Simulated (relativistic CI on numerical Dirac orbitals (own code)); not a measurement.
# Cu4+ in a cubic cluster: 2p photoemission with charge transfer

Computed with a charge-transfer multiplet model of a cubic metal-ligand cluster with up to 2 ligand holes, Slater and spin-orbit integrals from Dirac-Coulomb-Breit ions, Slater integrals scaled by 0.8. The ground state mixes d7 with configurations of k ligand holes L, whose averages lie at kΔ + k(k − 1)U_dd/2; a core hole lowers each added d electron by U_cd. 300 K, Lorentzian 0.6 eV and Gaussian 0.8 eV FWHM.

Atomic integrals in eV (Slater integrals scaled, ζ unscaled), ground: F2dd 11.838, F4dd 7.422, zeta_d 0.120; with the core hole: F2dd 13.125, F4dd 8.265, zeta_d 0.162, zeta_core 13.365, F2cd 8.072, G1cd 6.340, G3cd 3.612.

Cluster parameters (eV): U_dd = 8.3, U_cd = 9.4, 10Dq = 0.8, 10Dq(ligand) = 1, V(eg) = 2.5, V(t2g) = -1.26, final-state hopping factor = 1.

Weights, n_d and S are thermal averages at 300 K. Binding energies count from the first peak over 30 % of the highest in each spectrum, which can be another peak from case to case. The parameters are a model scan and need not match a compound or its usual spin state. Peaks in eV (height, largest 100): 0.0 (100), 8.1 (39), 11.8 (28), 17.7 (10), 21.9 (53), 30.4 (24), 35.0 (13).

Problem. Which parameters give this spectrum?
A. Δ = 4.2 eV
B. Δ = 1.2 eV
C. Δ = -0.8 eV
D. Δ = 0.2 eV
E. Δ = 3.2 eV

Solution. B. Δ = 1.2 eV; the ground state then has 7.42 d electrons and S = 1.47. The choice follows from running the model for each set and comparing peak positions and heights. The space is cut while the next configuration still counts.
